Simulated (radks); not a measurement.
Values are calculated unless marked as measured or tabulated.
Excited configurations of Cu: one electron is placed in a higher orbital outside [Ar] 3d10. The ground configuration is [Ar] 3d10 4s1. Code: a radial shooting solver on a logarithmic mesh with Libxc functionals. Model: scalar-relativistic Kohn-Sham, PBE, spin-polarised, spherical densities, finite nucleus; open shells are filled with parallel spins first; Fermi nuclear charge, rms radius 3.8823 fm. Excitation = E - E(ground); binding = E(ion) - E, where the ion is the core of charge +1; n* = 1/sqrt(2 binding) in atomic units, and the quantum defect is n - n*.

| outer orbital | excitation (eV) | binding (eV) | n* | <r> (bohr) |
|---|---|---|---|---|
| 4f | 7.418 | 0.964 | 3.757 | 16.78 |
| 5p | 6.454 | 1.928 | 2.657 | 10.61 |
| 5f | 7.713 | 0.669 | 4.510 | 28.53 |
| 6s | 6.961 | 1.421 | 3.095 | 15.70 |
| 6d | 7.674 | 0.708 | 4.382 | 30.01 |
| 7d | 7.872 | 0.510 | 5.166 | 43.69 |

The Delta-SCF ionisation energy is 8.382 eV (NIST Atomic Spectra Database: 7.726 eV, measured). Self-interaction in the functional shifts the binding energies and quantum defects, so they are the method's values and not measured ones.
